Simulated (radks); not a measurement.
Q: Valence configurations of Si (all share [Ne]). Method: scalar-relativistic Kohn-Sham, r2SCAN, spin-polarised, spherical densities, finite nucleus; open shells are filled with parallel spins first; meta-GGA in the generalised Kohn-Sham scheme; Fermi nuclear charge, rms radius 3.1224 fm; computed with a radial shooting solver on a logarithmic mesh with Libxc functionals. Order these by energy: 3p4; 3s1 3p3; 3s0.5 3p3.5; 3s1.5 3p2.5; 3s2 3p2.

A: From the lowest, in eV above it: 3s2 3p2 0.000; 3s1.5 3p2.5 2.106; 3s1 3p3 3.417; 3s0.5 3p3.5 9.105; 3p4 14.283. NIST lists [Ne] 3s2 3p2 as the ground configuration; this level of theory agrees among the configurations tried. The energies are those of spherical high-spin densities, not of single terms.
